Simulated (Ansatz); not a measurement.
Reaction (cleavage of the Ge–Si bond): `[SiH3][SiH2][GeH2][SiH3]` + `O[SiH3]` → `[SiH3][O][GeH2][SiH3]` + `[SiH3][SiH3]`

Isolated molecules relaxed with PBE0-D4/def2-TZVP in Ansatz; ΔE leaves out vibrations. CCSD(T)/CBS adds triple-zeta CCSD(T) − MP2 to the extrapolated MP2 energy (def2 sets, frozen cores). DFT in def2-TZVPP. B3LYP here is the variant with VWN-RPA as its local correlation; programs differ in this. For Ge outer-core shells are correlated without core-valence functions, which leaves a few kJ/mol of doubt a bond. Scalar relativity is left out up to krypton. Each species was taken in one conformer, which may not be the lowest.

`[SiH3][SiH2][GeH2][SiH3]`:

Z-matrix (Å, degrees):
```
Si
Si 1 2.337
H 1 1.488 2 109.5
H 1 1.488 2 111.6 3 120.4
H 1 1.488 2 109.7 3 -118.9
Ge 2 2.381 1 109.5 3 61.2
H 2 1.490 1 110.2 3 -177.3
H 2 1.490 1 109.6 3 -58.3
Si 6 2.379 2 110.3 1 -56.9
H 6 1.541 2 110.4 1 -178.7
H 6 1.541 2 109.1 1 63.2
H 9 1.487 6 109.7 2 -57.3
H 9 1.487 6 111.2 2 -177.8
H 9 1.487 6 109.5 2 61.9
```

`O[SiH3]`:

Z-matrix (Å, degrees):
```
Si
O 1 1.648
H 1 1.489 2 111.7
H 1 1.489 2 111.7 3 120.9
H 1 1.481 2 105.9 3 -119.6
H 2 0.957 1 117.9 3 -60.5
```

`[SiH3][O][GeH2][SiH3]`:

```xyz
12

Si    2.227   -0.215   -1.097
O     0.824   -0.362   -0.273
Ge   -0.567    0.729   -0.020
Si   -2.090   -0.495    1.339
H     3.037    0.922   -0.576
H     2.992   -1.477   -0.936
H     1.975    0.026   -2.546
H    -0.034    2.013    0.651
H    -1.132    1.092   -1.409
H    -2.501   -1.735    0.634
H    -1.440   -0.842    2.628
H    -3.290    0.344    1.602
```

`[SiH3][SiH3]`:

Z-matrix (Å, degrees):
```
Si
Si 1 2.338
H 1 1.488 2 110.3
H 1 1.488 2 110.3 3 120.0
H 1 1.488 2 110.3 3 -120.0
H 2 1.488 1 110.3 3 59.9
H 2 1.488 1 110.3 3 179.9
H 2 1.488 1 110.3 3 -60.1
```

| level | ΔE (kJ/mol) | difference from CCSD(T)/CBS |
| --- | --- | --- |
| PBE-D4 | 11.7 | 13.5 |
| r2SCAN-D4 | 0.5 | 2.3 |
| PBE0-D4 | 9.1 | 10.9 |
| B3LYP-D4 | -6.8 | -5.0 |
| ωB97X-V | -8.9 | -7.1 |
| ωB97M-V | -5.4 | -3.6 |
| B2PLYP | -12.0 | -10.2 |
| PBE | 8.5 | 10.3 |
| r2SCAN | -0.5 | 1.3 |
| PBE0 | 6.0 | 7.8 |
| B3LYP | -11.8 | -10.0 |
| HF/def2-TZVPP | -34.9 | -33.1 |
| MP2/def2-TZVPP | -5.7 | -3.9 |
| SCS-MP2/def2-TZVPP | -15.8 | -14.0 |
| CCSD/def2-TZVPP | -9.9 | -8.1 |
| CCSD(T)/def2-TZVPP | -6.7 | -4.9 |
| HF/def2-QZVPP | -37.2 | -35.4 |
| MP2/def2-QZVPP | -3.6 | -1.8 |
| SCS-MP2/def2-QZVPP | -14.2 | -12.4 |
| HF/CBS(def2) | -37.5 | -35.7 |
| MP2/CBS(def2) | -0.7 | 1.1 |
| CCSD/CBS(def2) | -4.9 | -3.1 |
| CCSD(T)/CBS | -1.8 | 0 |

Largest T1 diagnostic among the species: 0.013.

In def2-TZVPP, CCSD(T) changes the Hartree–Fock value by +28.2 kJ/mol (the triples alone add +3.2 kJ/mol) and MP2 by +29.2 kJ/mol. The D4 term adds +5.1 kJ/mol with B3LYP and +3.2 kJ/mol with PBE0; it sums over pairs of atoms, weighted by their polarisabilities, and B3LYP, whose exchange is more repulsive, gets the larger term.

CCSD(T)/CBS has its own doubt, a few kJ/mol and more with outer-core shells, so smaller differences from it don't rank the levels.
